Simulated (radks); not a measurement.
Neutral chlorine inside a hard spherical wall (all orbitals vanish at R), configuration held at [Ne] 3s2 3p5 and not refilled when levels cross. All-electron calculation, non-relativistic Kohn-Sham, PBEsol, spin-unpolarised, spherical densities, point nucleus. Program: a radial shooting solver on a logarithmic mesh with Libxc functionals. Eigenvalues in eV, with the zero of energy where the potential of the charges vanishes at infinity; a dash marks a level that is unbound or too diffuse for the functional's potential to be trusted. A positive occupied level is held by the wall or, in an anion where self-interaction has pushed it up, behind a barrier. The pressure on the wall is -dE/dV.

R (bohr)  E (hartree)  kinetic (hartree)    e(2s)    e(2p)    e(3s)   e(3p)  e(4s, empty)  e(4p, empty)  pressure (GPa)
free       -459.27538            458.635  -250.48  -191.36  -20.455  -8.576             -             -               0
15         -459.27538            458.635  -250.48  -191.36  -20.455  -8.576             -             -        < 0.0001
12         -459.27538            458.635  -250.48  -191.36  -20.455  -8.576        -0.050         1.208        < 0.0001
7          -459.27421            458.647  -250.39  -191.27  -20.387  -8.508         2.017         4.851          0.0888
3.5        -458.90195            460.584  -242.78  -183.57  -15.173  -2.647        30.446        38.937             128
3          -458.34349            462.911  -236.07  -176.75  -10.278   3.004        51.817        61.660             454
2          -452.39902            481.575  -200.27  -139.97   26.104  43.122        186.30        194.84            8750
